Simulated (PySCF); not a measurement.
ClCs, charge -1, doublet, at the geometry of the source list (a state made from the parent by changing its charge; the spin is typed, not shown lowest) (all electrons, no relativity) (in this run its highest filled SCF level lies above zero, so its values depend strongly on the basis, on diffuse functions most of all); HF/3-21G in PySCF.

The PySCF input:
```python
from pyscf import gto, scf

mol = gto.Mole()
mol.atom = '''
    Cs   -0.89640000   -0.79160000   -0.84180000
    Cl    0.89640000    0.79160000    0.84180000
'''
mol.basis = '3-21g'
mol.charge = -1
mol.spin = 1
mol.verbose = 4
mol.build()

mf = scf.UHF(mol)
mf.kernel()
mf.analyze()
```

Output, abridged:

```
PySCF version 2.14.0

[INPUT] verbose = 4
[INPUT] num. atoms = 2
[INPUT] num. electrons = 73
[INPUT] charge = -1
[INPUT] spin (= nelec alpha-beta = 2S) = 1
[INPUT] symmetry False subgroup None
[INPUT] Mole.unit = angstrom
[INPUT] Symbol           X                Y                Z      unit          X                Y                Z       unit  Magmom
[...]
nuclear repulsion = 169.160359167453
number of shells = 22
number of NR pGTOs = 111
number of NR cGTOs = 48
basis = 3-21g
ecp = {}

******** <class 'pyscf.scf.uhf.UHF'> ********
method = UHF
initial guess = minao
damping factor = 0
level_shift factor = 0
DIIS = <class 'pyscf.scf.diis.CDIIS'>
diis_start_cycle = 1
diis_space = 8
diis_damp = 0
SCF conv_tol = 1e-09
SCF conv_tol_grad = None
SCF max_cycles = 50
direct_scf = True
direct_scf_tol = 1e-13
number electrons alpha = 37  beta = 36
Set gradient conv threshold to 3.16228e-05
init E= -7966.08537042611

cycle= 1 E= -7987.41398774085  delta_E= -21.3  |g|= 0.26  |ddm|= 1.28
cycle= 2 E= -7987.44817116096  delta_E= -0.0342  |g|= 0.0795  |ddm|= 0.745
cycle= 3 E= -7987.45117551652  delta_E= -0.003  |g|= 0.00479  |ddm|= 0.153
cycle= 4 E= -7987.45121613473  delta_E= -4.06e-05  |g|= 0.00112  |ddm|= 0.0727
cycle= 5 E= -7987.45121924566  delta_E= -3.11e-06  |g|= 0.000162  |ddm|= 0.0266
cycle= 6 E= -7987.45121929967  delta_E= -5.4e-08  |g|= 3.1e-05  |ddm|= 0.00365
cycle= 7 E= -7987.45121930137  delta_E= -1.71e-09  |g|= 9.62e-06  |ddm|= 0.000389
cycle= 8 E= -7987.45121930153  delta_E= -1.57e-10  |g|= 1.8e-06  |ddm|= 7.05e-05
Extra cycle  E= -7987.45121930155  delta_E= -1.91e-11  |g|= 9.02e-07  |ddm|= 1.13e-05
converged SCF energy = -7987.45121930155  <S^2> = 0.75019184  2S+1 = 2.0001918
**** SCF Summaries ****
Total Energy =                       -7987.451219301548008
Nuclear Repulsion Energy =             169.160359167453095
One-electron Energy =               -11316.626863579818746
Two-electron Energy =                 3160.015285110817331
Two-electron Coulomb Energy =         3371.664819362802973
DFT Exchange-Correlation Energy =     -211.649534251985642
**** MO energy ****
                             alpha | beta                alpha | beta
[...]
To work with the spin densities directly, `use mulliken_meta_spin()` only printing them here.

 ** Mulliken spin pop alpha/beta on meta-lowdin orthogonal AOs **
 ** Mulliken Spin Density (per AO)  **
spin_pop of  0 Cs 1s        0.00000
spin_pop of  0 Cs 2s        0.00000
spin_pop of  0 Cs 3s        0.00001
spin_pop of  0 Cs 4s        0.00003
spin_pop of  0 Cs 5s        0.00056
spin_pop of  0 Cs 6s        0.94462
spin_pop of  0 Cs 7s        0.02130
spin_pop of  0 Cs 2px      -0.00000
spin_pop of  0 Cs 2py      -0.00000
spin_pop of  0 Cs 2pz      -0.00000
spin_pop of  0 Cs 3px      -0.00000
spin_pop of  0 Cs 3py      -0.00000
spin_pop of  0 Cs 3pz      -0.00000
spin_pop of  0 Cs 4px      -0.00000
spin_pop of  0 Cs 4py      -0.00000
spin_pop of  0 Cs 4pz      -0.00000
spin_pop of  0 Cs 5px      -0.00012
spin_pop of  0 Cs 5py      -0.00016
spin_pop of  0 Cs 5pz      -0.00014
spin_pop of  0 Cs 6px       0.00181
spin_pop of  0 Cs 6py       0.00146
spin_pop of  0 Cs 6pz       0.00163
spin_pop of  0 Cs 7px       0.00089
spin_pop of  0 Cs 7py       0.00074
spin_pop of  0 Cs 7pz       0.00081
spin_pop of  0 Cs 3dxy      0.00000
spin_pop of  0 Cs 3dyz      0.00000
spin_pop of  0 Cs 3dz^2    -0.00000
spin_pop of  0 Cs 3dxz      0.00000
spin_pop of  0 Cs 3dx2-y2    0.00000
spin_pop of  0 Cs 4dxy      0.00000
spin_pop of  0 Cs 4dyz      0.00000
spin_pop of  0 Cs 4dz^2    -0.00000
spin_pop of  0 Cs 4dxz      0.00000
spin_pop of  0 Cs 4dx2-y2   -0.00000
spin_pop of  1 Cl 1s        0.00000
spin_pop of  1 Cl 2s        0.00001
spin_pop of  1 Cl 3s        0.01408
spin_pop of  1 Cl 4s        0.00794
spin_pop of  1 Cl 2px       0.00000
spin_pop of  1 Cl 2py      -0.00000
spin_pop of  1 Cl 2pz      -0.00000
spin_pop of  1 Cl 3px       0.00141
spin_pop of  1 Cl 3py       0.00104
spin_pop of  1 Cl 3pz       0.00121
spin_pop of  1 Cl 4px       0.00031
spin_pop of  1 Cl 4py       0.00027
spin_pop of  1 Cl 4pz       0.00029
 ** Mulliken Spin Density (per atom)  **
spin density of  0 Cs =      0.97344
spin density of  1 Cl =      0.02656
 ** Mulliken pop alpha/beta on meta-lowdin orthogonal AOs **
 ** Mulliken pop       alpha | beta **
In total            37.00000 | 36.00000
 ** Mulliken atomic charges   ( Nelec_alpha | Nelec_beta ) **
charge of  0Cs =     -0.01811  (    27.99578     27.02233 )
charge of  1Cl =     -0.98189  (     9.00422      8.97767 )

WARN: System has nonzero charge -1; the dipole moment is origin-dependent.
Location of origin: [0. 0. 0.]

Dipole moment(X, Y, Z, Debye): -3.13588, -2.76925, -2.94487
```
